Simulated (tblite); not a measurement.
Species: C₇H₁₅FSi.
SMILES with atom numbers: `[CH3:1]/[C:2](=[C:3](\[SiH3:4])[CH2:5][F:6])[CH:7]([CH3:8])[CH3:9]` (hydrogens: H10, H11, H12 on C1; H13, H14, H15 on Si4; H16, H17 on C5; H18 on C7; H19, H20, H21 on C8; H22, H23, H24 on C9)

The geometry is computed with GFN2-xTB (gas phase).

(1) What internal coordinates does the optimisation give?

Answers

(1) 
```tsv
bond	length (bohr)
C1–C2	2.830
C2=C3	2.532
C3–Si4	3.574
C3–C5	2.848
C5–F6	2.617
C2–C7	2.863
C7–C8, C7–C9	2.894
C1–H10, C1–H11, C1–H12	2.056
Si4–H13, Si4–H14, Si4–H15	2.770
C5–H16, C5–H17	2.068
C7–H18	2.062
C8–H19 and 5 like bonds	2.055
```

Bonds in one row agree within 0.02 bohr and their mean is given. A selection of angles:
```tsv
angle	degrees
C1–C2–C3	121.4
C1–C2–C7	115.4
C3–C2–C7	123.2
C2–C3–Si4	123.4
C2–C3–C5	120.7
Si4–C3–C5	115.8
C3–C5–F6	111.6
C2–C7–C8	110.0
C2–C7–C9	112.3
C8–C7–C9	110.3
```

Torsions: C1–C2–C3–Si4 4° (synperiplanar); C2–C3–C5–F6 -69° (synclinal); C1–C2–C7–C8 80° (synclinal). The mirror-image conformer, all signs reversed, is as good.

Of the pairs four or more bonds apart, Si4···H11 is among the closest relative to their van der Waals radii: 2.64 Å, 80 % of the sum of Bondi's values. Si4 (SiH3 silicon) is tetrahedral (angles from 108.5° to 111.1°). The C–C distances run from 1.340 Å (C2=C3, drawn double) to 1.533 Å (C7–C8, drawn single), a spread of 0.193 Å.

Point group: C1 (no symmetry element, even within 0.4 Å). Its GFN2-xTB frequencies are all real (lowest 47 cm⁻¹). One conformer, not necessarily the lowest.

Time: 1.9 s. Hardware: one thread, Arm Neoverse N1 (aarch64), on a shared host. These figures are those of the optimisation.
